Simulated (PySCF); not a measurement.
C2H6B3O3, SMILES CB1O[B]OB(C)O1, doublet, B3LYP/def2-SVP optimised geometry.

```
14

C     -1.04    -2.54    -0.02
B     -0.22    -1.21     0.00
O      1.17    -1.21     0.00
B      1.86    -0.03    -0.01
O      1.22     1.17    -0.01
B     -0.17     1.22     0.00
C     -0.93     2.59     0.03
O     -0.85     0.02     0.00
H     -0.41    -3.43     0.15
H     -1.84    -2.52     0.73
H     -1.53    -2.65    -1.00
H     -1.86     2.55    -0.56
H     -0.31     3.43    -0.30
H     -1.23     2.80     1.08
```

Density from unrestricted B3LYP/def2-TZVP (PySCF 2.14.0) at that geometry.

Minimum of the electron density along straight lines between bonded atoms, close to the bond critical point (lines longer than 1.1 times the sum of covalent radii, or with two minima, are not listed):

```json
[
 {"bond": "C1–B2", "length / Å": "1.564", "ρ at the minimum / e bohr⁻³": "0.198", "∇²ρ there / e bohr⁻⁵": "-0.43", "position (fraction from the first atom)": "0.67"},
 {"bond": "B2–O3", "length / Å": "1.391", "ρ at the minimum / e bohr⁻³": "0.194", "∇²ρ there / e bohr⁻⁵": "0.76", "position (fraction from the first atom)": "0.33"},
 {"bond": "O3–B4", "length / Å": "1.362", "ρ at the minimum / e bohr⁻³": "0.209", "∇²ρ there / e bohr⁻⁵": "0.90", "position (fraction from the first atom)": "0.67"},
 {"bond": "B4–O5", "length / Å": "1.362", "ρ at the minimum / e bohr⁻³": "0.209", "∇²ρ there / e bohr⁻⁵": "0.91", "position (fraction from the first atom)": "0.33"},
 {"bond": "O5–B6", "length / Å": "1.392", "ρ at the minimum / e bohr⁻³": "0.194", "∇²ρ there / e bohr⁻⁵": "0.76", "position (fraction from the first atom)": "0.67"},
 {"bond": "B6–C7", "length / Å": "1.564", "ρ at the minimum / e bohr⁻³": "0.198", "∇²ρ there / e bohr⁻⁵": "-0.43", "position (fraction from the first atom)": "0.34"},
 {"bond": "B2–O8", "length / Å": "1.380", "ρ at the minimum / e bohr⁻³": "0.201", "∇²ρ there / e bohr⁻⁵": "0.82", "position (fraction from the first atom)": "0.33"},
 {"bond": "B6–O8", "length / Å": "1.380", "ρ at the minimum / e bohr⁻³": "0.201", "∇²ρ there / e bohr⁻⁵": "0.82", "position (fraction from the first atom)": "0.33"},
 {"bond": "C1–H9", "length / Å": "1.099", "ρ at the minimum / e bohr⁻³": "0.271", "∇²ρ there / e bohr⁻⁵": "-0.90", "position (fraction from the first atom)": "0.64"},
 {"bond": "C1–H10", "length / Å": "1.103", "ρ at the minimum / e bohr⁻³": "0.267", "∇²ρ there / e bohr⁻⁵": "-0.87", "position (fraction from the first atom)": "0.64"},
 {"bond": "C1–H11", "length / Å": "1.105", "ρ at the minimum / e bohr⁻³": "0.263", "∇²ρ there / e bohr⁻⁵": "-0.85", "position (fraction from the first atom)": "0.64"},
 {"bond": "C7–H12", "length / Å": "1.101", "ρ at the minimum / e bohr⁻³": "0.268", "∇²ρ there / e bohr⁻⁵": "-0.88", "position (fraction from the first atom)": "0.64"},
 {"bond": "C7–H13", "length / Å": "1.100", "ρ at the minimum / e bohr⁻³": "0.270", "∇²ρ there / e bohr⁻⁵": "-0.90", "position (fraction from the first atom)": "0.64"},
 {"bond": "C7–H14", "length / Å": "1.106", "ρ at the minimum / e bohr⁻³": "0.262", "∇²ρ there / e bohr⁻⁵": "-0.85", "position (fraction from the first atom)": "0.64"}
]
```
